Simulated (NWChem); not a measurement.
C2BrCl2F; SMILES C(Cl)(=C(Br)F)Cl

Computed with NWChem. Structure relaxed at the PBE0/def2-SVP level. Level: PBE/def2-SVP with SMD (1 M gas to 1 M solution), gas-phase geometry.

For solvent benzene:

- solvation free energy (kcal/mol): -3.3
- cavity-dispersion-structure term (kcal/mol): -3.1

Estimate the same quantities for solvent water.


| Quantity | Result |
|---|---|
| solvation free energy (kcal/mol) | 1.9 |
| cavity-dispersion-structure term (kcal/mol) | 2.3 |
